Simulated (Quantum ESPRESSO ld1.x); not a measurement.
Question: These are the eigenvalues of the occupied orbitals of an atom or ion with whole-number occupations (eV). All-electron calculation, scalar-relativistic Kohn-Sham, LDA (Slater exchange, Perdew-Zunger correlation), spin-unpolarised, spherical densities, point nucleus. Program: ld1.x of Quantum ESPRESSO 7.5.

1s: -26716.3
2s: -5118.95
2p: -4746.42
3s: -1847.69
3p: -1728.40

Which element is it, and in what charge state? The configuration may be excited.

Answer: Z = 47, silver, charge +29: Ag29+ in [Ar]. The list shows which subshells hold electrons but not how many an open one holds; the 1s level, -981.81 hartree, gives Z - s = 44.3 by -(Z - s)^2/2, which with screening and relativity narrows Z to a few neighbours, and the depths of the outer levels then fix element, charge and occupations together.
